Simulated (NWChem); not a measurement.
Species: C₃H₅FO; SMILES F/C=C/OC

```xyz
10

C     -0.2917     2.2528    -0.0974
O      0.4760     1.1221     0.2167
C     -0.1949    -0.0483     0.2027
C      0.4095    -1.1928    -0.1174
F     -0.2392    -2.3554    -0.0423
H      0.3472     3.1335     0.0489
H     -1.1735     2.3414     0.5645
H     -0.6406     2.2345    -1.1457
H     -1.2509    -0.0403     0.5063
H      1.4532    -1.2712    -0.4314
```
Atoms are numbered in this order, from 1.

Results from NWChem. Pople sets run with spherical d functions. All runs use the structure optimised with PBE0/def2-SVP. Isolated, static molecule.

GIAO at B3LYP/6-31G*: principal shieldings of C1 are 105.8, 109.6, 185.3 ppm; an isolated tetramethylsilane molecule has σ = 189.5 ppm at the same levels.

Find the isotropic 13C shift, its principal values, the span and the skew.


1. σ(iso) = one third of the sum = 133.6 ppm.
2. δ = σ(reference) − σ = 55.9 ppm against tetramethylsilane.
3. δ11, δ22, δ33 = 83.7, 79.9, 4.2 ppm.
4. Span Ω = δ11 − δ33 = 79.5 ppm; skew κ = 3(δ22 − δ(iso))/Ω = 0.90.
